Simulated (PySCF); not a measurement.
Job file and geometry (Å, from GFN2-xTB) of an NMR shielding run on `C/C(=C/B(F)F)CC1CC1`, C₇H₁₁BF₂, PySCF, GIAO PBE0/pcSseg-1 NMR shielding, non-relativistic, gas phase; density fitting, a coarse starting grid and PySCF grid level 2 are the driver's defaults:

```
$ OMP_NUM_THREADS=1 python probes_run.py task.json out

{"job": {"kind": "nmr", "xc": "PBE0", "basis": "pcSseg-1"}, "charge": 0, "multiplicity": 1}
C     -1.653602    -1.771742    -0.138220
C     -1.188398    -0.355184    -0.037315
C     -1.682748     0.480935     0.891456
B     -1.358845     1.961702     1.141317
F     -0.553823     2.733609     0.422559
F     -1.915707     2.613158     2.153456
C     -0.118951     0.034071    -1.015290
C      1.230706    -0.504673    -0.568130
C      2.465528     0.316234    -0.783051
C      1.924120     0.125484     0.600701
H     -2.126178    -1.935836    -1.106424
H     -0.806151    -2.451638    -0.070100
H     -2.365537    -2.016344     0.644734
H     -2.422442     0.069146     1.569508
H     -0.355530    -0.376832    -2.000236
H     -0.057180     1.116515    -1.096928
H      1.335119    -1.577628    -0.677104
H      2.353522     1.288308    -1.237369
H      3.380199    -0.188526    -1.055412
H      2.464540    -0.509934     1.285915
H      1.442439     0.966120     1.075461
```

**Question.** Write the output of this run.

**Answer.** 
```
coarse grid: 17680 points
cycle   1  E = -497.2201662446  dE =  1.319e+00  |g| = 7.099e-01  |ddm| = 4.064e+00
cycle   2  E = -497.1811768456  dE =  3.899e-02  |g| = 9.107e-01  |ddm| = 1.045e+00
cycle   3  E = -497.3172222058  dE = -1.360e-01  |g| = 7.279e-02  |ddm| = 5.706e-01
cycle   4  E = -497.3181838997  dE = -9.617e-04  |g| = 3.024e-02  |ddm| = 8.536e-02
cycle   5  E = -497.3183896039  dE = -2.057e-04  |g| = 5.919e-03  |ddm| = 3.294e-02
cycle   6  E = -497.3183952168  dE = -5.613e-06  |g| = 3.453e-03  |ddm| = 7.984e-03
cycle   7  E = -497.3183979701  dE = -2.753e-06  |g| = 5.320e-04  |ddm| = 2.953e-03
final grid: 171968 points
cycle   8  E = -497.3875533841  dE = -8.851e-05  |g| = 9.464e-03  |ddm| = 4.072e-02
cycle   9  E = -497.3875473591  dE =  6.025e-06  |g| = 1.064e-02  |ddm| = 1.746e-02
cycle  10  E = -497.3875757773  dE = -2.842e-05  |g| = 1.252e-03  |ddm| = 9.787e-03
cycle  11  E = -497.3875761209  dE = -3.437e-07  |g| = 4.634e-04  |ddm| = 1.490e-03
cycle  12  E = -497.3875761715  dE = -5.059e-08  |g| = 1.164e-04  |ddm| = 4.474e-04
cycle  13  E = -497.3875761745  dE = -3.011e-09  |g| = 2.946e-05  |ddm| = 1.258e-04
cycle  14  E = -497.3875761747  dE = -2.075e-10  |g| = 4.592e-06  |ddm| = 2.963e-05
converged SCF energy = -497.3875761747

GIAO shielding tensors (ppm)
atom      isotropic    diamagn.    paramagn.     s11        s22        s33       span
  0 C      156.476     247.746     -91.270    134.512    149.071    185.846     51.333
  1 C       -0.540     262.448    -262.988   -132.167    -29.549    160.097    292.264
  2 C       70.510     255.625    -185.115    -21.728     85.530    147.729    169.457
  3 B       77.038     194.226    -117.188     60.011     81.225     89.877     29.866
  4 F      261.541     472.993    -211.452    114.605    296.012    374.006    259.401
  5 F      248.046     466.098    -218.052     99.940    296.038    348.160    248.220
  6 C      143.889     248.140    -104.251    121.421    149.240    161.006     39.585
  7 C      171.910     250.935     -79.025    140.979    159.463    215.287     74.307
  8 C      176.939     256.505     -79.566    146.541    174.957    209.318     62.777
  9 C      181.636     251.571     -69.935    149.830    177.616    217.460     67.629
 10 H       29.659      28.791       0.868     25.809     27.939     35.231      9.422
 11 H       29.267      30.927      -1.660     24.774     30.114     32.913      8.139
 12 H       29.768      30.285      -0.517     25.708     28.611     34.986      9.277
 13 H       26.250      32.371      -6.121     23.667     25.108     29.976      6.309
 14 H       29.174      32.113      -2.939     25.401     27.799     34.320      8.919
 15 H       29.488      34.102      -4.614     25.533     28.418     34.512      8.980
 16 H       30.839      33.103      -2.265     23.402     29.427     39.687     16.285
 17 H       31.351      32.420      -1.069     25.232     29.457     39.363     14.131
 18 H       31.049      30.827       0.222     25.052     26.459     41.636     16.584
 19 H       31.397      31.308       0.089     25.670     26.699     41.822     16.152
 20 H       31.680      33.238      -1.558     25.660     28.982     40.398     14.739
```

Size and cost of the density-fitted run: 225 basis functions, 55 s wall time on 1 thread of an Arm Neoverse V1, shared host; peak memory 1 GiB.
